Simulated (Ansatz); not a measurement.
`C#[C][Ge]([F])([F])[F]` and `[CH3][Ge]([F])([F])[F]` differ in one atom or group.

Ansatz, PBE0-D4/def2-TZVP geometries, multiplicity 1. 

Scalar relativity is left out up to krypton.

```tsv
property	`C#[C][Ge]([F])([F])[F]`
HOMO–LUMO gap (PBE/def2-TZVPP) / eV	6.27
size of the dipole moment (ωB97M-V/def2-TZVPP) / D	3.47
HOMO energy (PBE/def2-TZVPP) / eV	-8.33
size of the dipole moment (PBE/def2-TZVPP) / D	3.29
HOMO–LUMO gap (PBE0/def2-TZVPP) / eV	8.51
HOMO energy (ωB97M-V/def2-TZVPP) / eV	-11.93
```

**Question.** What does the change do to each property? (An estimate is asked.)

**Answer.** Ansatz gave: 
| property | `[CH3][Ge]([F])([F])[F]` | shift |
| --- | --- | --- |
| HOMO–LUMO gap (PBE/def2-TZVPP) / eV | 7.69 | 1.42 |
| size of the dipole moment (ωB97M-V/def2-TZVPP) / D | 3.62 | 0.15 |
| HOMO energy (PBE/def2-TZVPP) / eV | -8.92 | -0.59 |
| size of the dipole moment (PBE/def2-TZVPP) / D | 3.51 | 0.22 |
| HOMO–LUMO gap (PBE0/def2-TZVPP) / eV | 10.36 | 1.85 |
| HOMO energy (ωB97M-V/def2-TZVPP) / eV | -12.80 | -0.87 |

With PBE0 the HOMO falls by 0.88 eV and the LUMO rises by 0.97 eV, so the gap widens by about 1.85 eV. PBE moves the HOMO by -0.59 eV and ωB97M-V by -0.87 eV. The zero-point energy changes by 46.1 kJ/mol with +3 modes. Dipoles are sizes alone; their direction can turn.
